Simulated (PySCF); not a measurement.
Na(OH) (HNaO), SMILES [OH][Na]. Heavy atoms are numbered as in [Na:1][OH:2]. Hydrogens are named by the atom that carries them.

Geometry optimised at PBE0-D3(BJ)/def2-TZVPD. The isomer is the one that the SMILES or the coordinates give; other isomers of the formula were not compared.

Calculation: r2SCAN/def2-TZVPD (PySCF).

Mulliken values depend strongly on the basis, most of all with diffuse functions as here. ESP charges are fitted to the potential on shells at 1.4 to 2.0 van der Waals radii. Atomic charges (e), one atom of each kind:

```json
[
 {"atom": "Na1", "Mulliken": "0.93", "ESP fit": "0.94", "IAO": "?"},
 {"atom": "O2 (OH)", "Mulliken": "-1.09", "ESP fit": "-1.45", "IAO": "?"},
 {"atom": "H on O2", "Mulliken": "0.15", "ESP fit": "0.51", "IAO": "?"}
]
```

Q: Complete the blanks. (The exact figures need the calculation; the answer reports its results.)

A: 
- Na1, IAO: 0.92
- O2 (OH), IAO: -1.25
- H on O2, IAO: 0.33
